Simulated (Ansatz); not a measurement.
Computed with Ansatz on PBE0-D4/def2-TZVP structures; ΔE is electronic, products minus reactants. CBS: MP2 limit from def2 TZ/QZ plus the TZ coupled-cluster correction, frozen cores. For Ge outer-core shells are correlated without core-valence functions, which leaves a few kJ/mol of doubt a bond. Scalar relativity is left out up to krypton. One conformer a species, not always the lowest.

`[SiH3][GeH3]` + `CO[SiH](O)O` → `CO[SiH](O)O[SiH3]` + GeH₄  (cleavage of the Si–Ge bond)

```
            species  HF/def2-QZVPP energy (Eh)
     `[SiH3][GeH3]`                -2367.84364
      `CO[SiH](O)O`                 -555.19372
`CO[SiH](O)O[SiH3]`                 -845.35927
               GeH₄                -2077.72178
```

(1) Work out ΔE.

Largest T1 diagnostic among the species: 0.012.

## Answers

(1) ΔE = (-845.35927) + (-2077.72178) − (-2367.84364) − (-555.19372) = -0.04369 Eh = -114.7 kJ/mol. CCSD(T)/CBS gives -85.6 kJ/mol.

The D4 term adds −3.7 kJ/mol with B3LYP and −2.4 kJ/mol with PBE0; it sums over pairs of atoms, weighted by their polarisabilities, and B3LYP, whose exchange is more repulsive, gets the larger term. From PBE to PBE0 (25 % exact exchange), in def2-TZVPP and without D4, ΔE moves by −7.8 kJ/mol. In def2-TZVPP, CCSD(T) changes the Hartree–Fock value by +25.0 kJ/mol (the triples alone add +2.9 kJ/mol) and MP2 by +20.7 kJ/mol.

B3LYP here is the variant with VWN-RPA as its local correlation; programs differ in this.
